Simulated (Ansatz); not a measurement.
Two isomers of C2H4BN: A = `BN=C=C`, B = `BC#CN`.

Gas-phase electronic energies from Ansatz, PBE0-D4/def2-TZVP geometries. CCSD(T)/CBS adds triple-zeta CCSD(T) − MP2 to the extrapolated MP2 energy (def2 sets, frozen cores). Functionals use def2-TZVPP. One conformer a species, not always the lowest.

(1) Which is lower in electronic energy at CCSD(T)/CBS, and by how much? (Estimate.)

(2) Give E(B) − E(A) in kcal/mol with B2PLYP, r2SCAN-D4, CCSD/def2-TZVPP, CCSD(T)/def2-TZVPP, PBE-D4, HF/def2-TZVPP, PBE0-D4. (Best estimate.)

(3) Does the order hold for the free energy at 298.15 K (harmonic terms from PBE0-D4)? (Estimate.)

Largest T1 diagnostic: 0.017.

Results:

(1) The calculation gave: A, by 23.2 kcal/mol.

(2) Computed: B2PLYP 24.3, r2SCAN-D4 25.5, CCSD/def2-TZVPP 23.6, CCSD(T)/def2-TZVPP 24.2, PBE-D4 25.6, HF/def2-TZVPP 22.4, PBE0-D4 24.2. None reverses the order clearly.

(3) The calculation gave: Yes: G(B) − G(A) = +23.4 kcal/mol, for one conformer each.

At CCSD(T), def2-SVP lies +3.8 kcal/mol from the extrapolated value and def2-TZVPP +0.9 kcal/mol. From r2SCAN to r2SCAN0 (25 % exact exchange), in def2-TZVPP and without D4, E(B) − E(A) moves by −1.2 kcal/mol.
